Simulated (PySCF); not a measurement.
Argon: a sound run and one with changed settings

Sound run: Ar²⁺ [Ne] 3s2 3p4, Ar³⁺ [Ne] 3s2 3p3. Calculation: PySCF 2.14, in x2c-SVPall; the spin-free X2C one-electron Hamiltonian (Gaussian nucleus). In the sound run the correlated levels freeze [Ne]. The sound run starts from symmetry-adapted Hartree-Fock orbitals and uses a fine grid where one is needed.

Changed run: a valence shell is frozen. This setting is unsound on purpose.

```tsv
species	method	sound run (hartree)	changed run (hartree)	converged
Ar²⁺	MP2	-526.98667	-526.94153	yes
Ar²⁺	CCSD(T)	-527.00636	-526.95094	yes
Ar³⁺	MP2	-525.51915	-525.46482	yes
Ar³⁺	CCSD(T)	-525.53847	-525.46997	yes
```

Ionisation energy of Ar²⁺:

| method | sound run (eV) | changed run (eV) |
| --- | --- | --- |
| UHF | 39.431 | 39.431 |
| MP2 | 39.933 | 40.183 |
| SCS-MP2 | 39.954 | 40.327 |
| CCSD | 39.937 | 40.299 |
| CCSD(T) | 39.943 | 40.299 |

Freezing a valence shell removes pair correlation that changes on ionisation.

For comparison, NIST gives 40.735 ± 0.012 eV between the lowest levels.
